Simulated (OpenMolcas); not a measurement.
Pd II: CASPT2 settings compared

```json
{"Program": "OpenMolcas 26.06", "Basis": "ANO-R2 [7s5p4d2f1g]", "Scalar Hamiltonian": "X2C, finite nucleus", "Active space": "9 electrons in 6 orbitals (4d 5s)", "State averaging": "2S+1 = 4 even, 10 roots; 2S+1 = 2 even, 29 roots kept (CI in the orbitals of an earlier block)", "Spin-orbit coupling": "state interaction with AMFI integrals over the reference wave functions, term energies averaged over their components"}
```

Methods on the same reference wave functions:
A. CASSCF
B. SS-CASPT2, IPEA 0.35 Eh, imaginary shift 0.15 Eh (closed shells correlated: 3d 4s 4p)
C. MS-CASPT2, IPEA 0.35 Eh, imaginary shift 0.15 Eh (closed shells correlated: 3d 4s 4p)
D. XMS-CASPT2, IPEA 0.2 Eh, sigma2 regulariser 0.2 Eh (closed shells correlated: none)
E. XMS-CASPT2, IPEA 0.4 Eh, sigma1 regulariser 0.05 Eh (closed shells correlated: 3d 4s 4p)

Energies in eV above 4d⁹ ²D_5/2, the measured ground level; measured values from NIST Handbook of Basic Atomic Spectroscopic Data.

```
               Level       A       B       C       D       E  Measured
          4d⁹ ²D_5/2  0.0000  0.0000  0.0000  0.0000  0.0000    0.0000
          4d⁹ ²D_3/2  0.4494   0.450   0.456   0.455   0.456    0.4388
       4d⁸ 5s ⁴F_9/2  1.1910   2.826   2.850   3.486   3.389    3.1101
       4d⁸ 5s ⁴F_7/2  1.4402   3.064   3.089   3.721   3.628    3.3596
       4d⁸ 5s ⁴F_5/2  1.6573   3.285   3.309   3.945   3.849    3.5868
       4d⁸ 5s ⁴F_3/2  1.7936   3.407   3.431   4.075   3.975    3.7131
       4d⁸ 5s ²F_7/2  2.2586   3.694   3.719   4.314   4.267    4.0023
4d⁸ 5s ²F_5/2 [63 %]  2.5969   3.964   3.992   4.623   4.555    4.2681
4d⁸ 5s ⁴P_5/2 [63 %]  2.9978   4.236   4.262   4.887   4.800          
       4d⁸ 5s ⁴P_1/2  3.3717   4.570   4.594   5.211   5.119          
4d⁸ 5s ²D_5/2 [66 %]  3.5663   4.764   4.808   5.549   5.406          
4d⁸ 5s ²P_3/2 [73 %]  4.1020   5.116   5.144   5.799   5.729          
       4d⁸ 5s ²P_1/2  4.2064   5.197   5.222   5.840   5.797
```

Deviations, from unrounded energies. A percentage is the sum of absolute deviations over the sum of measured energies, with the sign that they share, or ± where signs differ.

```tsv
Against measurement	Levels	A	B	C	D	E
mean absolute deviation (cm-1)	7	13000	2100	1900	2500	1900
fine structure of the ground term (%)	1	+2.4	+2.5	+4.0	+3.8	+3.8
other configurations (%)	6	-50.4	-8.2	-7.5	+9.6	+7.4
```

C, E lie about equally close to measurement and A furthest from it. The largest miss of E in the table is 4d⁸ 5s ²F_5/2 [63 %], by +2300 cm-1. The ranking rests on the paired levels alone, and a cruder setting can come out closer through cancelling errors.

Among B to E the level of the table that moves most is 4d⁸ 5s ²D_5/2 [66 %], by 6300 cm-1 (lowest in B, highest in D). Moves below CASPT2's spread within the term are not significant.

The mean deviations of B to E differ by less than CASPT2's widest spread within a term (2500 cm-1), so their order carries little weight.

The lowest spin-free term lies below A's lowest term by 0.674 hartree in B, 0.675 hartree in C, 0.347 hartree in D, 0.698 hartree in E.

CASPT2 breaks the degeneracy within a term, and the mean is taken; among the terms shown or strongly mixed into the levels shown the widest spread is 2500 cm-1 (4d⁸ 5s ⁴F, E). Terms from blocks run as CI alone lack orbitals of their own. A single d shell beside an s shell can misplace configurations of different d count against each other. Without dynamic correlation excited terms often stand tens of per cent too high (terms of higher spin than the ground term too low), and those without a measured partner can miss by more than the paired ones (holds for A). Measured partners are found by configuration, term and J. A level has none where our copy of the source lacks it or the pairing is in doubt (some pairs that miss far off the trend of their configuration count as doubtful), and it then counts in no deviation. Levels of configurations outside the active space are missing. The table leaves out levels that lie high or whose names do not pair safely across all columns.

A share in square brackets marks a mixed level and gives the weight of the term that names it, the lowest over the columns.
